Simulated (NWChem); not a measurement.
System: C4H3FO; SMILES Fc1ccco1

**Question.** Give the equilibrium geometry at PBE0/def2-SVP (NWChem) as a Z-matrix, with the point group.

**Answer.** point group Cs; any orientation.
```
C
C 1 1.3578
F 2 1.3054 1 132.01
O 2 1.3294 3 115.26 1 180.00
C 4 1.3617 2 106.51 3 180.00
C 5 1.3596 4 109.97 2 0.00
H 5 1.0858 6 134.08 1 180.00
H 1 1.0862 2 126.90 3 0.00
H 6 1.0880 5 126.39 7 0.00
```
